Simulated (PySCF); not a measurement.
Bromine: a sound run and one with changed settings

Sound run: Br [Ar] 3d10 4s2 4p5, Br⁺ [Ar] 3d10 4s2 4p4. All numbers are calculated (PySCF 2.14, the spin-free X2C one-electron Hamiltonian (Gaussian nucleus), in x2c-SVPall (5s4p3d, 32 functions)). In the sound run the correlated levels freeze [Ar] 3d10. The sound run starts from symmetry-adapted Hartree-Fock orbitals and uses a fine grid where one is needed.

Changed run: initial guess sap, at most 50 SCF cycles, level shift 0.5 hartree.

```json
{"species": "Br", "method": "UHF", "sound run (hartree)": "-2603.95704", "changed run (hartree)": "-2603.95704", "converged": "yes"}
{"species": "Br", "method": "TPSS", "sound run (hartree)": "-2605.67233", "changed run (hartree)": "-2605.67233", "converged": "yes"}
{"species": "Br", "method": "M06-L", "sound run (hartree)": "-2605.65395", "changed run (hartree)": "-2605.65395", "converged": "yes"}
{"species": "Br", "method": "MP2", "sound run (hartree)": "-2604.05483", "changed run (hartree)": "-2604.02741", "converged": "yes"}
{"species": "Br", "method": "CCSD(T)", "sound run (hartree)": "-2604.07064", "changed run (hartree)": "-2604.07064", "converged": "yes"}
{"species": "Br⁺", "method": "UHF", "sound run (hartree)": "-2603.56151", "changed run (hartree)": "-2603.56151", "converged": "yes"}
{"species": "Br⁺", "method": "TPSS", "sound run (hartree)": "-2605.23877", "changed run (hartree)": "-2605.23877", "converged": "yes"}
{"species": "Br⁺", "method": "M06-L", "sound run (hartree)": "-2605.22113", "changed run (hartree)": "-2605.22113", "converged": "yes"}
{"species": "Br⁺", "method": "MP2", "sound run (hartree)": "-2603.63875", "changed run (hartree)": "-2603.61708", "converged": "yes"}
{"species": "Br⁺", "method": "CCSD(T)", "sound run (hartree)": "-2603.65586", "changed run (hartree)": "-2603.65586", "converged": "yes"}
```

Ionisation energy of Br:

| method | sound run (eV) | changed run (eV) |
| --- | --- | --- |
| UHF | 10.763 | 10.763 |
| TPSS | 11.798 | 11.798 |
| M06-L | 11.778 | 11.778 |
| MP2 | 11.322 | 11.166 |
| SCS-MP2 | 11.304 | 11.155 |
| CCSD | 11.282 | 11.282 |
| CCSD(T) | 11.287 | 11.287 |

A level shift leaves the converged SCF energy unchanged but raises the virtual orbital energies, which shrinks MP2 if it is not removed.

For comparison, NIST gives 11.814 eV between the lowest levels.
